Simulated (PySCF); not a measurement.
CH₃Cl₂Si, SMILES C[Si](Cl)Cl (connectivity only; charge and spin as stated), charge +1, multiplicity 1. Atoms are numbered in the order given.

```xyz
7

C     -2.0680    -0.5229    -0.0325
Si    -0.3069    -0.0798    -0.0163
Cl     1.1122    -1.4389     0.2401
Cl     0.2992     1.7965    -0.2134
H     -2.4499    -0.4393     1.0035
H     -2.2036    -1.5632    -0.3687
H     -2.6366     0.1779    -0.6649
```
Charge +1, spin multiplicity 1.

The structure is a stationary point at r2SCAN-D4/def2-SVP. The spin state was assumed, not searched. The isomer is the one that the SMILES or the coordinates give; other isomers of the formula were not compared.

Calculation: PBE/def2-TZVPD (PySCF).

Mulliken values depend strongly on the basis, most of all with diffuse functions as here. Atomic charges (e):

```json
[
 {"atom": "C1", "Mulliken": "-0.54", "meta-Löwdin": "___"},
 {"atom": "Si2", "Mulliken": "0.73", "meta-Löwdin": "___"},
 {"atom": "Cl3", "Mulliken": "0.00", "meta-Löwdin": "___"},
 {"atom": "Cl4", "Mulliken": "0.00", "meta-Löwdin": "___"},
 {"atom": "H5", "Mulliken": "0.26", "meta-Löwdin": "___"},
 {"atom": "H6", "Mulliken": "0.28", "meta-Löwdin": "___"},
 {"atom": "H7", "Mulliken": "0.28", "meta-Löwdin": "___"}
]
```

Question: Fill in the missing entries. (An estimate is asked for; the answer gives what the named calculation found.)

Answer: 
- C1, meta-Löwdin: -0.60
- Si2, meta-Löwdin: 1.07
- Cl3, meta-Löwdin: -0.04
- Cl4, meta-Löwdin: -0.04
- H5, meta-Löwdin: 0.21
- H6, meta-Löwdin: 0.20
- H7, meta-Löwdin: 0.20
